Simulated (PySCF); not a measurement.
## CdH2: from structure and modes to constants

All numbers come from PBE in PySCF with Cd def2-TZVP with ECP28, H def2-TZVP; scalar-relativistic core potentials, no spin–orbit coupling; density-fitted integrals.

The singlet minimum has D∞h symmetry. Masses (u): Cd 113.90336, H 1.00782.

```xyz
3
charge 0 multiplicity 1, angstrom
Cd    0.0000    0.0000    0.0000
H     1.6825    0.0000    0.0000
H    -1.6825    0.0000    0.0000
```

Harmonic wavenumbers (cm⁻¹): 638.7 (πu, ×2), 1765.5 (σu+, ×1), 1781.9 (σg+, ×1).

**Question.** Find the principal moments of inertia and the rotational constants. What kind of rotor is it?

**Answer.** About the centre of mass I = 5.7059 u Å². With B = 16.8576/I this gives 2.954 cm⁻¹. The molecule is linear.

**Question.** What is the harmonic zero-point energy?

**Answer.** Half the sum of all 4 wavenumbers, 4825/2 = 2412 cm⁻¹, which is 28.9 kJ/mol (1 cm⁻¹ = 0.0119627 kJ/mol).

**Question.** Find the vibrational entropy and heat capacity at 298.15 K.

**Answer.** With u = 1.43878 ω/T, each mode gives S = R[u/(eᵘ−1) − ln(1−e⁻ᵘ)] and C = R u² eᵘ/(eᵘ−1)².
```tsv
ω (cm⁻¹)	u	S (J/(mol K))	C (J/(mol K))
638.7 (×2)	3.082	1.62	3.98
1765.5	8.520	0.02	0.12
1781.9	8.599	0.01	0.11
```
The sums over all modes are S = 3.3 and C = 8.2 J/(mol K); the softest mode gives 50 % of the entropy (each member, where degenerate).

**Question.** Give the standard entropy (298.15 K, 1 bar) by its translational, rotational, vibrational and spin parts, and Cp.

**Answer.** Sackur–Tetrode with M = 115.92 u gives 168.1; rotation with symmetry number 2 gives 37.9; vibration 3.3; spin R ln 1 = 0.0. The total is 209.3 J/(mol K), and Cp = 7/2 R + 8.2 = 37.3 J/(mol K).

**Question.** Find the bond force constant k and the stretch–stretch coupling k′ of the valence force field.

**Answer.** For linear XMX, 4π²c²ω(σg)² = (k + k′)/mX and 4π²c²ω(σu)² = (k − k′)(1 + 2mX/mM)/mX. So k + k′ = 1.885 and k − k′ = 1.819 mdyn/Å, giving k = 1.852 and k′ = 0.033 mdyn/Å.
